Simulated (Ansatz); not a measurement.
The cluster Si2Ni3⁺. Charge 1, multiplicity 2. Geometry r2SCAN-D4/def2-SVP, basis def2-TZVP, Ansatz.

Cartesian coordinates in Å:
```
Ni -1.8609 -0.6878 -0.0568
Ni 1.2296 0.2614 -1.0943
Ni 1.0470 0.5795 1.1609
Si -0.6046 1.0122 -0.1906
Si 0.1890 -1.1654 0.1808
```

| run | HOMO (eV) | LUMO (eV) |
| --- | --- | --- |
| A | -9.35 | -8.81 |
| B | -9.54 | -9.06 |
| C | -10.23 | -8.17 |
| D | -9.46 | -8.70 |

B3LYP takes the VWN-RPA correlation. No other spin state of charge 1 was run. Another isomer (doublet) lies 0.22 eV lower at PBE0-D4/def2-TZVP; other spin states weren't run for this one.

HOMO and LUMO are taken over both spins.

Question: The runs used B3LYP, LDA (SPW92), PBE, r2SCAN. Estimate which is which.

Answer: A PBE (0 % exact exchange); B LDA (SPW92) (0 % exact exchange); C B3LYP (20 % exact exchange); D r2SCAN (0 % exact exchange). Exact exchange lowers occupied and raises empty levels; among semilocal functionals meta-GGAs tend to open the gap a little, and such runs are hard to tell apart. The gap grows from 0.48 eV (LDA (SPW92)) to 2.06 eV (B3LYP). At B3LYP-D4/def2-TZVP the charge 1 doublet is spin-contaminated (final ⟨S²⟩ up to 0.90, 0.75 for a pure state).
